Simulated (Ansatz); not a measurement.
One geometry of CH5AlSSi, several functionals.

```yaml
crystal:
  periodic: [false, false, false]
  atoms:
    - {symbol: Al, position_ang: [-0.958123, 1.426135, -1.068305]}
    - {symbol: C, position_ang: [0.232495, 0.115968, -0.187705]}
    - {symbol: Si, position_ang: [0.580734, -1.260251, 1.020160]}
    - {symbol: S, position_ang: [1.325030, 0.813260, -1.196474]}
    - {symbol: H, position_ang: [-1.807931, 0.899025, -2.293652]}
    - {symbol: H, position_ang: [-1.187286, 2.795448, -0.310683]}
    - {symbol: H, position_ang: [2.001943, -1.691944, 0.989584]}
    - {symbol: H, position_ang: [-0.315754, -2.389171, 0.660841]}
    - {symbol: H, position_ang: [0.217392, -0.754771, 2.369135]}
basis:
  gaussian: {orbitals: def2-TZVPP}
hamiltonian: {xc: pbe0, dispersion: d4}
output: {orbitals: {seedname: orbitals}}
```

```sh
$ ansatz run in.yaml --threads 2 --pin off --events-out ev --progress --plain --max-ram 4352MiB
```

Output, abridged:

```
Functional definition: PBE0
1381 factors; their error is unknown
mean field evaluation 1: about -26411.3787 eV, gradient 4.7e1 eV
mean field evaluation 2: about -26398.7738 eV, gradient 7.9e1 eV
mean field evaluation 4: about -26416.7641 eV, gradient 3.0e0 eV
mean field evaluation 8: about -26416.7860 eV, gradient 6.9e-2 eV
mean field evaluation 16: about -26416.8207 eV, gradient 6.8e-5 eV
mean field -26416.82069776 eV, -970.8002546784 hartree, gradient 6.8e-5 eV, S^2 0.000000; 0 other end points of the search recorded, 0 dependent functions left out
reference -26416.82073602 eV, -970.8002560846 hartree; 27, 27 occupied and 200, 200 virtual orbitals, 1381 factors
Total energy: -26417.02058482 eV, -970.8076003923 hartree
```

It took 4.8 s on 2 threads of an Arm Neoverse V1 on a shared host, with 0.55 GiB of host memory at the peak.

Changing it to `hamiltonian: {xc: pbe, dispersion: d4}` and forces (abridged; 3.9 s):

```
Functional definition: PBE
mean field evaluation 16: about -26414.4088 eV, gradient 1.4e-4 eV
mean field -26414.40878972 eV, -970.7116186929 hartree, gradient 3.6e-5 eV, S^2 0.000000
Total energy: -26414.64295798 eV, -970.7202242176 hartree
Atom 0 force    -0.153150     0.054132    -0.003686 eV/Å
Atom 1 force    -0.307649    -0.230884     0.317219 eV/Å
Atom 2 force     0.017991     0.055364    -0.058527 eV/Å
Atom 3 force     0.501059     0.210816    -0.358514 eV/Å
Atom 4 force    -0.051098    -0.043527    -0.088449 eV/Å
Atom 5 force    -0.005812     0.095254     0.056582 eV/Å
Atom 6 force     0.154572    -0.061536     0.010606 eV/Å
Atom 7 force    -0.105657    -0.124423    -0.026164 eV/Å
Atom 8 force    -0.050257     0.044805     0.150934 eV/Å
Dipole moment:     0.200003    -0.256876     0.183076 e Å
```

The same input with `hamiltonian: {xc: {name: r2SCANh}, dispersion: d4}` (abridged; 8.5 s):

```
Functional definition: r2SCANh
mean field evaluation 16: about -26425.4132 eV, gradient 4.2e-5 eV
mean field -26425.41322899 eV, -971.1160243771 hartree, gradient 4.2e-5 eV, S^2 0.000000
Total energy: -26425.47275811 eV, -971.1182120317 hartree
```

The same input with `hamiltonian: {xc: {name: B2PLYP}}` (abridged; 9 s):

```
Functional definition: B2PLYP
mean field evaluation 16: about -26412.6731 eV, gradient 1.7e-4 eV
mean field -26412.67308531 eV, -970.6478327323 hartree, gradient 9.9e-6 eV, S^2 0.000000
16 core orbitals not correlated: weight in the atoms' cores, before any rotation towards them, 1.000 or more for the frozen orbitals, at most 0.000 for the correlated occupied ones
second order -18.19375398 eV of doubles, -0.00000000 eV of singles
Total energy: -26417.58559428 eV, -970.8283641073 hartree
```

With the line `hamiltonian: {xc: {name: r2SCAN0}, dispersion: d4}` (abridged; 8 s):

```
Functional definition: r2SCAN0
mean field evaluation 16: about -26425.1094 eV, gradient 4.2e-5 eV
mean field -26425.10944975 eV, -971.1048606958 hartree, gradient 4.2e-5 eV, S^2 0.000000
Total energy: -26425.17594008 eV, -971.1073041702 hartree
```

Changing it to `hamiltonian: {xc: {name: wB97X-V}}` (abridged; 14 s):

```
Functional definition: wB97X-V
mean field evaluation 16: about -26424.2142 eV, gradient 5.8e-5 eV
mean field -26424.21416327 eV, -971.0719595244 hartree, gradient 3.0e-5 eV, S^2 0.000000
Total energy: -26424.21416076 eV, -971.0719594323 hartree
```
